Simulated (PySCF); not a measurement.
# Identify the compound

An unknown has the formula C5H6Si. Its calculated NMR data are:

1H NMR (400 MHz, computed): δ 4.02 (t, 3H), 1.95 (q, 2H), 1.13 (s, 1H).

13C{1H} NMR (computed): δ 79.5 (C), 74.5 (C), 72.5 (C), 70.5 (CH), 0.6 (CH2).

Theoretical values (PySCF): shielding tensors at PBE0/pcSseg-1 (GIAO), GFN2-xTB geometry. Gas phase, single conformer, non-relativistic, equivalent nuclei averaged.

δ = σ(ref) − σ, references computed at the same level: 1H, 13C against TMS.

Q: What is the structure?

A: 
- Rings plus π bonds: 4 (no ring in the answer).
- 5 carbon signals for 5 carbons: no two carbons are equivalent.
- Carbon types of the structure: 3 × C, 1 × CH, 1 × CH2, leaving 3 H on heteroatoms.
- δC 79.5, 74.5, 72.5: alkyne carbon; sp carbons lie upfield of alkene carbons because the cylindrical π system leaves one tensor component strongly shielded.
- δC 70.5: terminal alkyne carbon; the triple bond shields along its axis, which puts it between sp3 and sp2 carbons.
- δC 0.6: propargylic sp3 CH2 bonded to Si; an electropositive neighbour leaves it electron-rich and shielded.
- δH 4.02: hydrogen on a silicon bonded to C.
- δH 1.95: hydrogen on a propargylic sp3 CH2 bonded to Si.
- δH 1.13: hydrogen on a terminal alkyne carbon; it lies on the axis of the triple bond, in its shielding cone.

Structure: `C(#C)C#CC[SiH3]`.

The data come from this structure; uniqueness wasn't tested.

Shifts are as computed. Against solution values, carbons near 30 ppm lie about +3 ppm off and those near 130 ppm about +5 ppm. Of 1211 compounds with measured shifts, 218 miss one by over three times the rms of a fit or turn the order of signals round; such compounds aren't used in these exercises. No couplings were computed; multiplicities are counted from neighbouring protons, with m where these are inequivalent, close in shift, in a saturated or five-membered ring or joined by F or P, and br s for small geminal =CH2 splittings.
